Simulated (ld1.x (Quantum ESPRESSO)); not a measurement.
## Sn: one change to a TM potential, before and after

tin (Sn), norm-conserving Troullier–Martins (Kleinman–Bylander form), made with ld1.x (Quantum ESPRESSO) 7.5 (PW91, scalar-relativistic). Core [Kr] 4d10, reference 5s2 5p1.5 (charge +0.5). Waves: 5s (bound): rc 1.75 bohr; 5p (bound): rc 1.95 bohr; 5d channel at 0.45 Ry: rc 1.55 bohr. Local part: all-electron potential smoothed inside 1.35 bohr (lloc = -1). Core correction: Bessel-smoothed model core, default radius (core density twice the valence density).

Change: all radii but the core radius scaled by about 1.12 (s 1.96, p 2.18, d 1.74 bohr); local potential all-electron potential smoothed inside 1.52 bohr (lloc = -1).

Cutoffs: the cutoffs (Ry, on a coarse ladder) from which the occupation-weighted sum of valence levels, in a spherical-Bessel basis at the reference potential, stays within 10 and 1 mRy of its value at 400 Ry; they do not see the model core or the augmentation charge, which bear on the density cutoff. Errors are all-electron minus pseudo energies relative to the spin-unpolarised reference configuration.

Question: How do hardness, ghosts and transferability respond?

Answer: The potential gets softer (30 Ry and 50 Ry → 21 Ry and 30 Ry); the bound ghosts move from d, p, s to d, s; of the 7 tests that both files solve, the error grows in 0 and shrinks in 4 by more than 15 % and 0.3 meV (median size 35.6 → 12.9 meV). A larger radius leaves more room for a smooth pseudo-wave, so fewer plane waves are needed. That the errors move this way runs against the usual rule that smaller radii transfer better.

```tsv
quantity	base	changed
cutoff, loose	30 Ry	21 Ry
cutoff, tight	50 Ry	30 Ry
loose cutoff by channel (10 mRy a level)	s 18 Ry, p 30 Ry	s 15 Ry, p 6 Ry
bound ghosts	s, p, d	s, d
error for 5s2 5p2, meV [ΔE -2.64 eV]	-1.1	+0.7
error for 5s2 5p1, meV [ΔE 4.29 eV]	-4.2	-2.3
error for 5s2 5p0, meV [ΔE 18.32 eV]	-49	-50
error for 5s1 5p0, meV [ΔE 49.39 eV]	-313	-311
error for 5s1 5p3, meV [ΔE 4.36 eV]	-11	-10
error for 5s0 5p4, meV [ΔE 11.60 eV]	-59	-35
error for 5s1 5p2, meV [ΔE 11.97 eV]	-36	-13
```

 A true bound ghost makes a file unfit for plane-wave use even where its test errors are small: the radial tests pick states by their node count and pass the ghost by.
